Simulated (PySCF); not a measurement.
Compound: BCl₂GeH₃.
Bonds: Cl1–B2, B2–Cl3, B2–Ge4. Hydrogens: H5, H6, H7 on Ge4.

Method used: core-valence-separated Tamm–Dancoff BHandHLYP/aug-pcX-1 (pcseg-1 on H, def2-SVPD on Ge, def2-SVPD on Cl) in PySCF, non-relativistic, gas phase, PBE0-D3(BJ)/def2-SVP geometry. The energies are unshifted.

**Question.** List the boron K-edge absorption lines.

**Answer.** 
```csv
E (eV),f,core hole on,main final orbital
187.79,0.0930,B2,LUMO (91 %)
193.23,0.0517,B2,spread
193.38,0.0246,B2,LUMO+1 (37 %)
193.96,0.0281,B2,LUMO+5 (70 %)
194.19,0.0204,B2,LUMO+1 (47 %)
194.83,0.0058,B2,LUMO+4 (70 %)
195.12,0.0023,B2,LUMO+3 (78 %)
```

The first line with a tenth or more of the strongest one's intensity is at 187.79 eV (f = 0.093), with the hole on B2 (three-coordinate boron). It is also the strongest listed.

Roots within 0.03 eV whose holes lie on the same, on equivalent or on shared atoms are summed into one line, and the highest roots are left out, as the search may have cut off their partners. Final orbitals are the ground state's empty Kohn–Sham orbitals.

**Question.** What are the wavelength and the wavenumber of the 194.19 eV line?

**Answer.** λ = 12398.42 eV Å/194.19 eV = 63.847 Å; 1.5662 × 10⁶ cm⁻¹.

Only the lowest roots of each edge were sought. Relativistic effects, spin–orbit coupling among them, are left out although an element past zinc is present.
